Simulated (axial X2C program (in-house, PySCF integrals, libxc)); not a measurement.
## ZrS⁺: properties at the nuclei

Computed with an in-house all-electron X2C program for linear molecules (integrals from PySCF): two-component X2C with atomic mean-field Coulomb and Gaunt terms, Gaussian nuclei, basis Zr dyall-cv3z, S dyall-av3z with contracted cores.

R = 2.140 Å (near the PBE0 minimum at charge 1 of the determinant lowest at the starting distance; the state shown can have its own minimum elsewhere).

Determinant lowest in the PBE0 search, Ω = 3/2 (⟨Sz⟩ = -0.50, ⟨Lz⟩ = 2.00 at PBE0), spin on the atoms Zr -0.59, S 0.09:

```
level  Eeff magnitude (GV/cm)  Ws magnitude Zr (kHz)  A∥/gI Zr (MHz)  qzz Zr (a.u.)  A∥/gI S (MHz)  qzz S (a.u.)
 PBE0                   0.341                 0.0972             557          -0.44          -7.48         -0.88
   HF                    0.53                  0.141             591           0.18          -28.7         -1.13
PBE50                   0.411                  0.116             569          -0.17          -12.5         -0.91
  PBE                   0.273                 0.0781             545          -0.75          -3.05         -0.86
B3LYP                   0.298                 0.0846             529          -0.58          -4.54         -0.89
```

Determinant 0.09 eV from it at PBE0 and this distance, Ω = 5/2 (⟨Sz⟩ = 0.50, ⟨Lz⟩ = 2.00 at PBE0), spin on the atoms Zr 0.59, S -0.09:

```
level  Eeff magnitude (GV/cm)  Ws magnitude Zr (kHz)  A∥/gI Zr (MHz)  qzz Zr (a.u.)  A∥/gI S (MHz)  qzz S (a.u.)
 PBE0                   0.316                 0.0559            34.1          -0.49           1.22         -0.88
   HF                   0.461                 0.0735           -18.4           0.15          -22.4         -1.15
PBE50                   0.372                 0.0647            21.4          -0.21          -2.81         -0.91
  PBE                    0.26                 0.0466            47.7          -0.80           3.91         -0.86
B3LYP                   0.274                 0.0486            49.8          -0.62          0.642         -0.89
```

Eeff is the effective electric field on the electron electric dipole moment in this Ω state and Ws the scalar–pseudoscalar constant of the nucleus named (defined with the proton number Z and per Ω); A∥ (defined per Ω) follows by multiplying with gI = μI/(I μN); qzz is the electric field gradient, eQq0 = 234.96 MHz × Q/barn × qzz. The operators were transformed with the bare-nucleus X2C matrices; with these basis sets, hyperfine constants and field gradients can be off by tens of per cent, and where levels differ in sign neither size nor sign is settled.

(1) With gI(91Zr) = -0.5214, Q(33S) = -0.0694 barn (g factors from the IAEA table of nuclear moments by Stone; Q from Pyykkö, Mol. Phys. 2018), turn the PBE0 values of the first state into constants in MHz.

Each state is one determinant with collinear spin. Unrestricted Hartree–Fock can overshoot spin polarisation at the nuclei. States lie within half an eV, so the first need not be the ground state. Further determinants of the search, some of them spin-mixed, are not shown. Where a field gradient or hyperfine factor spreads by more than a factor of two over the levels, a constant derived from it is not to be relied on. PBE0 term energies can be off by some tenths of an eV.

Results:

(1) A∥(91Zr) = 557 × -0.5214 = -290 MHz; eQq0(33S) = 234.96 × (-0.0694) × (-0.88) = 14.3 MHz.
